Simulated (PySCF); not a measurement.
C₃H₅O₂, doublet, at a GFN2-xTB geometry. Base run: CAMB3LYP/6-31G* (PySCF).

PySCF was given this input:
```python
from pyscf import gto, scf, dft

mol = gto.Mole()
mol.atom = '''
    C    -1.800248   -0.162872    0.126848
    C    -0.524674   -0.782183    0.658867
    O     0.535362    0.242282    0.785585
    C     1.190524    0.622180   -0.237448
    O     1.208641    0.346411   -1.402776
    H    -1.636326    0.239018   -0.870701
    H    -2.132824    0.640242    0.780131
    H    -2.578090   -0.920513    0.074137
    H    -0.645380   -1.166720    1.671533
    H    -0.153022   -1.564319   -0.007173
'''
mol.basis = '6-31g*'
mol.charge = 0
mol.spin = 1
mol.verbose = 4
mol.build()

mf = dft.UKS(mol)
mf.xc = 'camb3lyp'
mf.kernel()
mf.analyze()
```

The base run was repeated with changes; each row names its change, and settings that it needs were set with it.

```
change                            ΔE vs base (mEh)  grid points  electrons on the grid
--------------------------------  ----------------  -----------  ---------------------
base                                         0.000       119560               39.00001
grids.atom_grid = (150, 974)                 0.003       804960               39.00000
grids.prune = off                            0.000       188752               39.00001
grids.level = 1                              0.018        38264               38.99990
grids.level = 2                              0.000        82904               39.00001
grids.level = 4                              0.003       220888               39.00000
grids.atom_grid = (99, 590)                  0.003       322360               39.00000
grids.atom_grid = (30, 110)                  0.001        24600               39.00072
grids.atom_grid = (75, 302)                  0.000       144712               39.00001
grids.level = 0                            -41.568         8536               39.01880
grids.radi_method = mura_knowles             0.000       113944               39.00001
```

Open shells are given as the SCF converged; they aren't shown to be the lowest states, and a large step between rows can be another state.
